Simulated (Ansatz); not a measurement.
`C#[C][ZnH]` + `B[SiH2]C` → `C[SiH2][BH][ZnH]` + acetylene  (formal exchange of groups at a Zn–C bond)

Gas-phase electronic energies from Ansatz, PBE0-D4/def2-TZVP geometries. CBS: MP2 limit from def2 TZ/QZ plus the TZ coupled-cluster correction, frozen cores. This one scheme is used for every species. DFT in def2-TZVPP. For Zn outer-core shells are correlated without core-valence functions, which leaves a few kJ/mol of doubt a bond. Scalar relativity is left out up to krypton. Each species was taken in one conformer, which may not be the lowest.

`C#[C][ZnH]`:

Cartesian coordinates in Å:
```
C 0.283 -1.542 -0.110
C 0.065 -0.354 -0.028
Zn -0.275 1.492 0.105
H 0.476 -2.588 -0.182
H -0.550 2.991 0.215
```

`B[SiH2]C`:

Z-matrix (Å, degrees):
```
Si
C 1 1.876
B 1 2.010 2 116.0
H 1 1.496 2 109.7 3 -120.9
H 1 1.495 2 109.8 3 122.6
H 2 1.092 1 110.7 3 -60.3
H 2 1.092 1 110.7 3 59.3
H 2 1.092 1 111.2 3 179.5
H 3 1.197 1 119.3 2 177.5
H 3 1.197 1 123.7 2 -3.1
```

`C[SiH2][BH][ZnH]`:

```xyz
11

C     1.535   -0.239    0.663
Si   -0.096   -1.064    0.229
B    -1.372    0.028   -0.859
Zn   -1.375    2.100   -0.972
H     2.126   -0.048   -0.237
H     2.131   -0.867    1.328
H     1.364    0.718    1.162
H    -0.886   -1.282    1.488
H     0.176   -2.416   -0.344
H    -2.246   -0.588   -1.408
H    -1.358    3.657   -1.048
```

`C#C`:

Cartesian coordinates in Å:
```
C 0.197 -0.229 -0.516
C -0.197 0.229 0.516
H 0.549 -0.637 -1.435
H -0.549 0.637 1.435
```

```
          level  ΔE (kJ/mol)
         PBE-D4         52.0
           PBE0         59.0
CCSD/def2-TZVPP         68.3
 MP2/def2-QZVPP         69.5
```

What does CCSD(T)/CBS give? (Estimate.)

Computed: +60.8 kJ/mol. The listed levels differ from it by -8.8, -1.8, 7.5, 8.7 kJ/mol.

Largest T1 diagnostic among the species: 0.016.

From PBE to PBE0 (25 % exact exchange), in def2-TZVPP and without D4, ΔE moves by +4.9 kJ/mol. The D4 term adds −3.4 kJ/mol with B3LYP and −2.0 kJ/mol with PBE0; it sums over pairs of atoms, weighted by their polarisabilities, and B3LYP, whose exchange is more repulsive, gets the larger term.

B3LYP here is the variant with VWN-RPA as its local correlation; programs differ in this.
